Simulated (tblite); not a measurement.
A geometry optimisation, step by step.

Compound: C6H7FSe.
Numbering: `[CH3:1][C:2]1=[CH:3][CH2:4][Se:5][CH:6]=[C:7]1[F:8]` (hydrogens: H9, H10, H11 on C1; H12 on C3; H13, H14 on C4; H15 on C6)

Computed with GFN2-xTB (tblite), gas phase: L-BFGS steps from a force-field or distance-geometry start until the largest atomic force falls under 0.01 eV/Å. 5 of its 93 geometries are shown.

Step 0: E = -660.4054 eV, largest atomic force 1.542 eV/Å
```
atom  x, y, z in Å  |  force x, y, z in eV/Å
C1      2.022   -0.151    0.568    0.026   0.339   0.290
C2      0.565   -0.019    0.162    0.785  -0.182  -0.001
C3     -0.237   -1.089    0.312   -0.588   0.941  -0.461
C4     -1.665   -1.067   -0.187    0.294  -1.432   0.492
Se5    -2.534    0.559    0.416    0.327   0.432  -0.618
C6     -1.186    1.590   -0.497    0.007   0.368  -0.011
C7      0.109    1.244   -0.461   -0.421  -0.992   0.360
F8      1.027    2.065   -1.035   -0.165  -0.451   0.169
H9      2.599   -0.577   -0.276   -0.212   0.266   0.509
H10     2.122   -0.809    1.460   -0.059   0.404  -0.750
H11     2.430    0.844    0.829   -0.099  -0.571  -0.229
H12     0.120   -1.997    0.771    0.052   0.090  -0.009
H13    -2.216   -1.949    0.239    0.306   0.758  -0.436
H14    -1.676   -1.125   -1.290   -0.188   0.113   0.332
H15    -1.486    2.487   -1.032   -0.067  -0.084   0.362
```

Step 23: E = -660.6519 eV, largest atomic force 0.040 eV/Å
```
atom  x, y, z in Å  |  force x, y, z in eV/Å
C1      2.012   -0.108    0.537    0.028  -0.003   0.009
C2      0.576   -0.079    0.112    0.011  -0.024   0.028
C3     -0.263   -1.098    0.329   -0.035  -0.012  -0.014
C4     -1.658   -1.132   -0.191   -0.033  -0.007   0.013
Se5    -2.573    0.576    0.196   -0.009  -0.006  -0.018
C6     -1.152    1.621   -0.453    0.010   0.015  -0.024
C7      0.100    1.153   -0.494    0.005  -0.020  -0.015
F8      1.060    1.955   -1.019    0.004   0.039   0.004
H9      2.635   -0.468   -0.283    0.001   0.009  -0.014
H10     2.146   -0.770    1.388    0.006  -0.021  -0.021
H11     2.356    0.889    0.800    0.003  -0.003   0.024
H12     0.081   -1.971    0.864    0.004   0.004   0.006
H13    -2.253   -1.920    0.270    0.024  -0.005  -0.003
H14    -1.680   -1.253   -1.280    0.006   0.007   0.038
H15    -1.389    2.614   -0.797   -0.025   0.026  -0.014
```

Step 46: E = -660.6658 eV, largest atomic force 0.067 eV/Å
```
atom  x, y, z in Å  |  force x, y, z in eV/Å
C1      2.016   -0.122    0.515    0.008   0.002   0.005
C2      0.569   -0.062    0.136   -0.004   0.014   0.003
C3     -0.277   -1.070    0.377   -0.006  -0.004  -0.026
C4     -1.667   -1.139   -0.152   -0.031  -0.002  -0.003
Se5    -2.606    0.584    0.050    0.015   0.065   0.009
C6     -1.149    1.627   -0.518   -0.021  -0.023  -0.009
C7      0.109    1.172   -0.479   -0.018   0.004  -0.007
F8      1.087    2.000   -0.931    0.016  -0.020  -0.008
H9      2.617   -0.239   -0.387    0.015   0.026   0.010
H10     2.206   -0.968    1.171    0.004   0.004   0.000
H11     2.334    0.795    1.006   -0.026   0.000   0.006
H12     0.069   -1.934    0.926    0.012  -0.019  -0.007
H13    -2.270   -1.885    0.365    0.020  -0.012   0.024
H14    -1.665   -1.370   -1.223   -0.005   0.008  -0.016
H15    -1.379    2.619   -0.879    0.022  -0.044   0.017
```

Step 69: E = -660.6733 eV, largest atomic force 0.022 eV/Å
```
atom  x, y, z in Å  |  force x, y, z in eV/Å
C1      2.015   -0.114    0.527   -0.013   0.008   0.002
C2      0.574   -0.075    0.120    0.005  -0.008  -0.017
C3     -0.275   -1.081    0.357    0.014  -0.002   0.011
C4     -1.683   -1.133   -0.128    0.005   0.013  -0.001
Se5    -2.591    0.609    0.072    0.001   0.004   0.000
C6     -1.133    1.619   -0.547    0.011   0.004  -0.001
C7      0.120    1.157   -0.506    0.006   0.002   0.015
F8      1.105    1.962   -0.982   -0.013  -0.007  -0.011
H9      2.652   -0.033   -0.353   -0.014  -0.011  -0.010
H10     2.245   -1.037    1.051   -0.009  -0.001  -0.009
H11     2.246    0.732    1.173    0.003   0.007   0.021
H12     0.077   -1.955    0.886   -0.001  -0.005   0.019
H13    -2.278   -1.856    0.430    0.011  -0.019   0.004
H14    -1.723   -1.389   -1.192   -0.004   0.005  -0.019
H15    -1.356    2.604   -0.929   -0.002   0.009  -0.002
```

Step 92: E = -660.6744 eV, largest atomic force 0.009 eV/Å
```
atom  x, y, z in Å  |  force x, y, z in eV/Å
C1      2.013   -0.112    0.531    0.001   0.001  -0.002
C2      0.575   -0.079    0.118   -0.001   0.000  -0.002
C3     -0.275   -1.082    0.365    0.002   0.001   0.003
C4     -1.678   -1.129   -0.132    0.001   0.004   0.002
Se5    -2.583    0.609    0.107   -0.003   0.000   0.002
C6     -1.133    1.617   -0.539    0.003   0.001   0.001
C7      0.118    1.147   -0.519    0.001  -0.001   0.000
F8      1.098    1.939   -1.025   -0.004  -0.002   0.003
H9      2.652   -0.022   -0.348   -0.002   0.000   0.005
H10     2.244   -1.040    1.046    0.003   0.008  -0.002
H11     2.238    0.729    1.186    0.002  -0.007  -0.001
H12     0.070   -1.947    0.914   -0.001   0.001  -0.001
H13    -2.273   -1.870    0.400   -0.004  -0.006   0.000
H14    -1.710   -1.350   -1.205   -0.001  -0.002  -0.004
H15    -1.359    2.600   -0.922    0.003   0.002  -0.004
```

Problem. Summarise the path.

Solution. The energy falls by 25.95 kJ/mol from step 0 to step 92; nine tenths of that is first reached at step 17. It falls at every step. The largest force goes from 1.542 to 0.009 eV/Å. Among the bonds Se5–C6 changes most, from 1.927 to 1.880 Å; the atoms move by 0.265 Å rms after alignment.

Problem. Follow the three bonds and two angles with the largest change from start to end.

Solution. 
```json
{"step": "0", "E above end (kJ/mol)": "25.95", "largest force (eV/Å)": "1.542", "Se5–C6 (Å)": "1.927", "C4–Se5 (Å)": "1.940", "C4–H13 (Å)": "1.124", "C4–Se5–C6 (°)": "89.3", "C1–C2–C3 (°)": "118.2"}
{"step": "4", "E above end (kJ/mol)": "9.99", "largest force (eV/Å)": "0.287", "Se5–C6 (Å)": "1.887", "C4–Se5 (Å)": "1.971", "C4–H13 (Å)": "1.088", "C4–Se5–C6 (°)": "91.1", "C1–C2–C3 (°)": "120.5"}
{"step": "8", "E above end (kJ/mol)": "6.37", "largest force (eV/Å)": "0.211", "Se5–C6 (Å)": "1.886", "C4–Se5 (Å)": "1.962", "C4–H13 (Å)": "1.087", "C4–Se5–C6 (°)": "91.4", "C1–C2–C3 (°)": "121.4"}
{"step": "12", "E above end (kJ/mol)": "4.14", "largest force (eV/Å)": "0.313", "Se5–C6 (Å)": "1.895", "C4–Se5 (Å)": "1.989", "C4–H13 (Å)": "1.089", "C4–Se5–C6 (°)": "91.8", "C1–C2–C3 (°)": "121.9"}
{"step": "16", "E above end (kJ/mol)": "2.68", "largest force (eV/Å)": "0.129", "Se5–C6 (Å)": "1.878", "C4–Se5 (Å)": "1.969", "C4–H13 (Å)": "1.089", "C4–Se5–C6 (°)": "93.6", "C1–C2–C3 (°)": "122.6"}
{"step": "20", "E above end (kJ/mol)": "2.32", "largest force (eV/Å)": "0.065", "Se5–C6 (Å)": "1.881", "C4–Se5 (Å)": "1.977", "C4–H13 (Å)": "1.089", "C4–Se5–C6 (°)": "93.4", "C1–C2–C3 (°)": "122.8"}
{"step": "24", "E above end (kJ/mol)": "2.14", "largest force (eV/Å)": "0.039", "Se5–C6 (Å)": "1.879", "C4–Se5 (Å)": "1.973", "C4–H13 (Å)": "1.089", "C4–Se5–C6 (°)": "93.7", "C1–C2–C3 (°)": "122.8"}
{"step": "28", "E above end (kJ/mol)": "2.02", "largest force (eV/Å)": "0.048", "Se5–C6 (Å)": "1.882", "C4–Se5 (Å)": "1.974", "C4–H13 (Å)": "1.089", "C4–Se5–C6 (°)": "93.8", "C1–C2–C3 (°)": "122.9"}
{"step": "32", "E above end (kJ/mol)": "1.85", "largest force (eV/Å)": "0.072", "Se5–C6 (Å)": "1.878", "C4–Se5 (Å)": "1.977", "C4–H13 (Å)": "1.090", "C4–Se5–C6 (°)": "93.9", "C1–C2–C3 (°)": "122.5"}
{"step": "36", "E above end (kJ/mol)": "1.41", "largest force (eV/Å)": "0.093", "Se5–C6 (Å)": "1.880", "C4–Se5 (Å)": "1.969", "C4–H13 (Å)": "1.087", "C4–Se5–C6 (°)": "93.9", "C1–C2–C3 (°)": "122.6"}
{"step": "40", "E above end (kJ/mol)": "1.10", "largest force (eV/Å)": "0.075", "Se5–C6 (Å)": "1.876", "C4–Se5 (Å)": "1.978", "C4–H13 (Å)": "1.091", "C4–Se5–C6 (°)": "94.1", "C1–C2–C3 (°)": "122.4"}
{"step": "44", "E above end (kJ/mol)": "0.91", "largest force (eV/Å)": "0.044", "Se5–C6 (Å)": "1.879", "C4–Se5 (Å)": "1.973", "C4–H13 (Å)": "1.089", "C4–Se5–C6 (°)": "94.6", "C1–C2–C3 (°)": "122.3"}
{"step": "48", "E above end (kJ/mol)": "0.75", "largest force (eV/Å)": "0.046", "Se5–C6 (Å)": "1.879", "C4–Se5 (Å)": "1.974", "C4–H13 (Å)": "1.091", "C4–Se5–C6 (°)": "95.0", "C1–C2–C3 (°)": "122.4"}
{"step": "52", "E above end (kJ/mol)": "0.58", "largest force (eV/Å)": "0.066", "Se5–C6 (Å)": "1.878", "C4–Se5 (Å)": "1.976", "C4–H13 (Å)": "1.089", "C4–Se5–C6 (°)": "94.9", "C1–C2–C3 (°)": "122.8"}
{"step": "56", "E above end (kJ/mol)": "0.35", "largest force (eV/Å)": "0.063", "Se5–C6 (Å)": "1.881", "C4–Se5 (Å)": "1.975", "C4–H13 (Å)": "1.091", "C4–Se5–C6 (°)": "94.8", "C1–C2–C3 (°)": "123.0"}
{"step": "60", "E above end (kJ/mol)": "0.25", "largest force (eV/Å)": "0.044", "Se5–C6 (Å)": "1.879", "C4–Se5 (Å)": "1.975", "C4–H13 (Å)": "1.089", "C4–Se5–C6 (°)": "94.8", "C1–C2–C3 (°)": "123.2"}
{"step": "64", "E above end (kJ/mol)": "0.17", "largest force (eV/Å)": "0.036", "Se5–C6 (Å)": "1.880", "C4–Se5 (Å)": "1.975", "C4–H13 (Å)": "1.091", "C4–Se5–C6 (°)": "94.8", "C1–C2–C3 (°)": "123.0"}
{"step": "68", "E above end (kJ/mol)": "0.11", "largest force (eV/Å)": "0.030", "Se5–C6 (Å)": "1.879", "C4–Se5 (Å)": "1.974", "C4–H13 (Å)": "1.090", "C4–Se5–C6 (°)": "94.8", "C1–C2–C3 (°)": "123.0"}
{"step": "72", "E above end (kJ/mol)": "0.07", "largest force (eV/Å)": "0.018", "Se5–C6 (Å)": "1.879", "C4–Se5 (Å)": "1.974", "C4–H13 (Å)": "1.090", "C4–Se5–C6 (°)": "94.9", "C1–C2–C3 (°)": "122.7"}
{"step": "76", "E above end (kJ/mol)": "0.06", "largest force (eV/Å)": "0.019", "Se5–C6 (Å)": "1.879", "C4–Se5 (Å)": "1.975", "C4–H13 (Å)": "1.090", "C4–Se5–C6 (°)": "94.9", "C1–C2–C3 (°)": "122.8"}
{"step": "80", "E above end (kJ/mol)": "0.04", "largest force (eV/Å)": "0.018", "Se5–C6 (Å)": "1.880", "C4–Se5 (Å)": "1.975", "C4–H13 (Å)": "1.090", "C4–Se5–C6 (°)": "94.8", "C1–C2–C3 (°)": "122.6"}
{"step": "84", "E above end (kJ/mol)": "0.02", "largest force (eV/Å)": "0.017", "Se5–C6 (Å)": "1.880", "C4–Se5 (Å)": "1.975", "C4–H13 (Å)": "1.090", "C4–Se5–C6 (°)": "94.6", "C1–C2–C3 (°)": "122.8"}
{"step": "88", "E above end (kJ/mol)": "0.01", "largest force (eV/Å)": "0.014", "Se5–C6 (Å)": "1.880", "C4–Se5 (Å)": "1.975", "C4–H13 (Å)": "1.090", "C4–Se5–C6 (°)": "94.5", "C1–C2–C3 (°)": "122.8"}
{"step": "92", "E above end (kJ/mol)": "0.00", "largest force (eV/Å)": "0.009", "Se5–C6 (Å)": "1.880", "C4–Se5 (Å)": "1.974", "C4–H13 (Å)": "1.090", "C4–Se5–C6 (°)": "94.4", "C1–C2–C3 (°)": "122.9"}
```

The cost below is that of the whole relaxation. On Intel Xeon at 2.50 GHz, one thread (shared host), this took 2.0 s of wall time.
